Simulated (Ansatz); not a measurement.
Geometry optimisation, RKS PBE0-D4/def2-mTZVP (Ansatz 0.2.0).

Input:

```yaml
crystal:
  periodic: [false, false, false]
  atoms:
    - { symbol: Ge, position_ang: [-0.052591, -0.436652, -0.47421] }
    - { symbol: C, position_ang: [0.299621, -0.144335, 2.666921] }
    - { symbol: H, position_ang: [-0.789079, -0.106402, 2.694946] }
    - { symbol: H, position_ang: [0.683769, -0.168541, 3.687186] }
    - { symbol: H, position_ang: [0.684639, 0.742384, 2.164359] }
    - { symbol: H, position_ang: [1.239167, 0.393911, -0.516117] }
    - { symbol: H, position_ang: [-1.199562, 0.41179, 0.089526] }
    - { symbol: H, position_ang: [-0.412368, -0.872773, -1.905916] }
    - { symbol: H, position_ang: [0.174807, -1.676047, 0.416271] }
    - { symbol: H, position_ang: [0.611098, -1.047635, 2.125334] }
basis:
  gaussian: { orbitals: def2-mTZVP }
hamiltonian:
  xc: pbe0
  dispersion: d4
relax:
  f_tol: 0.03
  max_steps: 50
```

Run as:

```bash
$ ansatz run input.yaml --threads 1 --pin off --max-ram 2048MiB --backend cpu --events-out ev --progress --plain --runs-dir out
```

Q: Where does it end, and by what steps?

A: The forces met the threshold. The force dipped under the threshold on the way, but the program's further checks kept it going. After 5 steps the energy has fallen by 0.207 eV; H9 moved furthest, 0.59 Å.

```csv
step,energy less start (eV),largest force component (eV/Å),accepted
0,0.0000,0.504,yes
1,-0.1410,0.131,yes
2,-0.1968,0.049,yes
3,-0.1993,0.332,yes
4,-0.2071,0.015,yes
5,-0.2074,0.020,yes
```

```xyz
10
Properties=species:S:1:pos:R:3
Ge -0.124 -0.497 -0.822
C 0.372 -0.084 3.013
H -0.712 -0.085 2.900
H 0.627 0.043 4.065
H 0.797 0.737 2.436
H 1.176 0.310 -0.696
H -1.275 0.278 -0.165
H -0.443 -0.721 -2.309
H 0.045 -1.856 -0.128
H 0.777 -1.031 2.654
```

Time of the run: 18 s on 1 thread of Arm Neoverse V1 (shared host), peak memory 0.15 GiB.
